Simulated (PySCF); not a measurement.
This PySCF input asks for the NMR shieldings of `C/C=C(/C)[C@@H](CC)[C+](C)C`, [C$_{10}$H$_{19}$]+; the geometry comes from PBE0-D3(BJ)/def2-SVP.

```python
import basis_set_exchange as bse
import numpy as np
from pyscf import gto, dft
from pyscf.prop import nmr

atoms = """
C    -1.297849    3.699422   -1.128037
C    -0.971708    3.962560    0.283157
C    -0.286165    4.991136    0.877677
C    -0.254036    5.047252    2.386113
C     0.224964    6.197963    0.022764
C     0.171297    7.575794    0.651477
C    -1.252241    8.077455    0.826503
C     1.383157    5.329728    0.069074
C     1.785346    4.495956   -1.098560
C     2.416426    5.452310    1.134104
H    -0.777698    2.786818   -1.473478
H    -1.078802    4.520091   -1.820272
H    -2.371200    3.453818   -1.195332
H    -1.397145    3.231323    0.984126
H    -0.088911    6.061930    2.766707
H     0.518760    4.392858    2.815124
H    -1.223192    4.713237    2.781462
H    -0.273284    6.187298   -0.954396
H     0.714859    7.601924    1.606878
H     0.728543    8.244966   -0.025388
H    -1.793448    8.089680   -0.131745
H    -1.256264    9.102744    1.221139
H    -1.824325    7.449536    1.526817
H     2.143181    3.500474   -0.799706
H     2.647270    5.016421   -1.553286
H     1.020480    4.408335   -1.874581
H     3.249235    6.020774    0.681397
H     2.096246    6.003300    2.022521
H     2.824332    4.472953    1.422802
"""
names = dict.fromkeys(["C", "H"], "pcSseg-1")
basis = {el: gto.basis.parse(bse.get_basis(n, elements=[el], fmt="nwchem")) for el, n in names.items()}
mol = gto.M(atom=atoms, basis=basis, charge=1, verbose=0)
mf = dft.RKS(mol, xc="PBE0")
mf.grids.level = 2
mf.grids.alignment = dft.numint.BLKSIZE   # the property module wants whole blocks of grid points
mf.conv_tol = 1e-9
mf.kernel()

calc = nmr.RKS(mf)   # GIAO
C = mf.mo_coeff
Co = C[:, mf.mo_occ > 0]
resp = mf.gen_response(singlet=True, hermi=2)
def vind(x):   # induced exchange potential for any number of trial vectors
    d = np.einsum("pi,xij,qj->xpq", C, 2 * x.reshape(-1, C.shape[1], Co.shape[1]), Co, optimize=True)
    return np.einsum("xpq,pi,qj->xij", resp(d - d.transpose(0, 2, 1)), C, Co, optimize=True).ravel()
mo1, _ = nmr.rhf.solve_mo1(calc, with_cphf=vind)
sigma = calc.kernel(mo1)
for i, s in enumerate(sigma):   # ppm
    print("%2d %-2s %9.2f" % (i, mol.atom_pure_symbol(i), np.trace(s) / 3))
```

Question: What does it print?

Answer: 
```
 0 C     156.99
 1 C     -38.36
 2 C      80.64
 3 C     168.19
 4 C     104.54
 5 C     159.49
 6 C     172.86
 7 C       7.34
 8 C     153.14
 9 C     156.21
10 H      28.66
11 H      28.93
12 H      28.18
13 H      22.49
14 H      29.78
15 H      29.42
16 H      29.00
17 H      27.23
18 H      29.30
19 H      29.24
20 H      30.16
21 H      29.61
22 H      30.38
23 H      28.88
24 H      28.77
25 H      28.83
26 H      29.08
27 H      28.90
28 H      28.94
```

These numbers come from an equivalent density-fitted implementation of the same equations, which agrees with the script to about 0.01 ppm for H and up to a few tenths of a ppm for heavy atoms, so last digits may differ.

Size and cost of the density-fitted run: 265 basis functions, 2.2 min wall time on 1 thread of an Arm Neoverse N1, shared host.
